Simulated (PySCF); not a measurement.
Ga(Me)(Cl) (CH3ClGa), SMILES [CH3][Ga+][Cl], charge +1.

Coordinates come from a r2SCAN-D4/def2-TZVP optimisation. The multiplicity is an assumed one; other spin states were not compared. The isomer is the one that the SMILES or the coordinates give; other isomers of the formula were not compared.

Computed with r2SCAN-D4/def2-TZVP run with PySCF.

Frequencies are harmonic and unscaled.

Modes within 1.5 cm⁻¹ of each other (mostly degenerate sets) share a row, with their intensities summed.

Computed normal modes with their intensities:
```
mode   ν (cm⁻¹)  IR (km/mol)  moving atoms (share of kinetic energy)
-----  --------  -----------  --------------------------------------
1–2         121          2.3        Ga 36 %, C 28 %, Cl 18 %, H 17 %
3           463         31.3                 Cl 59 %, C 27 %, Ga 8 %
4           642         15.7        C 45 %, Ga 34 %, Cl 11 %, H 10 %
5–6         794         51.4                          H 83 %, C 16 %
7          1227          3.6                          H 85 %, C 15 %
8–9        1415         13.1                                  H 96 %
10         3045         28.0                                  H 98 %
11–12      3159         37.7                          H 90 %, C 10 %
```
